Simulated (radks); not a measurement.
Spherical jellium clusters: N electrons in a uniform positive sphere of charge N and radius rs N^(1/3), rs = 5.76 bohr. Method: non-relativistic Kohn-Sham, LDA (Slater exchange, Perdew-Wang correlation), spin-polarised, spherical densities; computed with a radial shooting solver with Libxc functionals. Levels are named by radial order and angular momentum (1s, 1p, 1d, 2s, ...), and open shells are averaged over m.

N = 9, configuration 1s2 1p6 1d(up 1, down 0). This is the lowest configuration that the search found. Occupied and some empty levels:

level    occupation  eigenvalue (eV)  <r> (bohr)
1s up             1          -3.1302       7.961
1s down           1          -3.0623       7.863
1p up             3          -2.5755       9.235
1p down           3          -2.4929       9.212
1d up             1          -1.8453       10.31
1d down           0          -1.7591       10.34
2s up             0          -1.4022       9.201
2s down           0          -1.3627       9.267
1f up             0          -1.0064       11.46
1f down           0         -0.92524       11.54
2p up             0         -0.65061       12.25
2p down           0         -0.61142       12.39

Energy (eV): total -15.3081, kinetic 8.2226, external -219.61, Hartree 109.58, exchange-correlation -23.876, background 110.38.

Electron density:

r (bohr)  n(r) (e/bohr^3)
0.854           0.0006676
2.28            0.0008469
3.71             0.001138
5.13             0.001442
6.56             0.001623
7.98             0.001549
9.41             0.001194
10.8            0.0007105
12.3            0.0003260
13.7            0.0001214
15.1           0.00004020
16.5           0.00001220
18.0            3.532e-06
